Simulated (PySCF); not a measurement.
An excited-state job on `C#Cc1cc(OC)sn1`.

Method: TDDFT PBE0/def2-SVPD, vertical, gas phase, core orbitals frozen in the response (PySCF 2.14.0, density-fitted response routines). Geometry: GFN2-xTB. The input is one job of a driver script: a line of settings, then coordinates in Å.

Command:
```bash
OMP_NUM_THREADS=1 python probes_run.py task.json out
```

Input:
```
{"job": {"kind": "uv", "xc": "PBE0", "basis": "def2-SVPD", "nstates": 6, "ntriplets": 2}, "charge": 0, "multiplicity": 1}
C      3.669096     0.919080     0.359283
C      2.668250     0.262114     0.449682
C      1.471344    -0.479036     0.544082
C      0.187225     0.078947     0.302156
C     -0.768839    -0.882734     0.470459
O     -2.105813    -0.849229     0.355821
C     -2.673628     0.391900    -0.009720
S     -0.008367    -2.383099     0.911091
N      1.493694    -1.751663     0.868589
H      4.549073     1.485316     0.285557
H      0.023369     1.103752     0.028312
H     -2.309682     0.717791    -0.988487
H     -2.448758     1.161507     0.734555
H     -3.747641     0.224881    -0.053520
```

Estimate the output.

```
coarse grid: 13392 points
cycle   1  E = -758.6244556228  dE =  1.732e+00  |g| = 5.529e-01  |ddm| = 1.488e+01
cycle   2  E = -758.5694283090  dE =  5.503e-02  |g| = 7.626e-01  |ddm| = 3.055e+00
cycle   3  E = -758.6877734902  dE = -1.183e-01  |g| = 1.439e-01  |ddm| = 1.975e+00
cycle   4  E = -758.6913706148  dE = -3.597e-03  |g| = 7.449e-02  |ddm| = 4.616e-01
cycle   5  E = -758.6926695756  dE = -1.299e-03  |g| = 2.092e-02  |ddm| = 1.985e-01
cycle   6  E = -758.6927628260  dE = -9.325e-05  |g| = 6.621e-03  |ddm| = 6.336e-02
cycle   7  E = -758.6927712075  dE = -8.381e-06  |g| = 3.372e-03  |ddm| = 1.675e-02
cycle   8  E = -758.6927740026  dE = -2.795e-06  |g| = 6.612e-04  |ddm| = 7.137e-03
final grid: 128056 points
cycle   9  E = -758.7855400319  dE = -2.986e-05  |g| = 1.144e-02  |ddm| = 2.854e-01
cycle  10  E = -758.7854981408  dE =  4.189e-05  |g| = 1.789e-02  |ddm| = 6.001e-02
cycle  11  E = -758.7855673753  dE = -6.923e-05  |g| = 2.421e-03  |ddm| = 3.733e-02
cycle  12  E = -758.7855688061  dE = -1.431e-06  |g| = 6.632e-04  |ddm| = 6.055e-03
cycle  13  E = -758.7855689105  dE = -1.044e-07  |g| = 2.172e-04  |ddm| = 1.826e-03
cycle  14  E = -758.7855689211  dE = -1.061e-08  |g| = 6.511e-05  |ddm| = 4.857e-04
cycle  15  E = -758.7855689220  dE = -9.079e-10  |g| = 2.403e-05  |ddm| = 1.636e-04
converged SCF energy = -758.7855689220

Static polarisability (au): isotropic 101.035, principal 60.662 98.128 144.315

Singlet excitations
state   eV       nm        f      main configurations
  1   5.1277    241.8   0.11954   H->L 0.88
  2   5.3067    233.6   0.00137   H->L+1 0.90
  3   5.3135    233.3   0.21200   H-1->L 0.85
  4   5.4318    228.3   0.00119   H-2->L 0.87
  5   5.6062    221.2   0.00051   H-3->L 0.84
  6   5.9421    208.7   0.00010   H-1->L+1 0.95

Triplet excitations (Tamm-Dancoff, eV): 3.3863 4.2780
```

The SCF starts on a coarse grid where the log names one; the energy can jump when the final grid takes over, and dE then counts from the start density on the new grid. H and L stand for HOMO and LUMO; the number after each pair is its weight.

Which computed singlet has the largest oscillator strength, and what do all of them sum to?

State 3 at 5.31 eV (233 nm), f = 0.212; the 6 states sum to 0.335.

Give the mean polarisability as a volume in Å³, and the ratio of the largest to the smallest principal value.

101.035 au × 0.148185 = 14.97 Å³; 144.315/60.662 = 2.38.

Main results: HOMO -6.94 eV, LUMO -1.25 eV; lowest singlet 5.13 eV; lowest triplet 3.39 eV (Tamm–Dancoff); mean polarisability 101.0 au.

Estimate the wall time. Hardware: Intel Xeon Platinum 8259CL at 2.50 GHz, one thread, shared host. And the peak memory of the process?

About 45 s, with 0.89 GiB resident at the peak, the Python interpreter and its libraries included.

One conformer stands for the species.
Labels such as C1 count atoms from 1, the log's own numbers from 0.
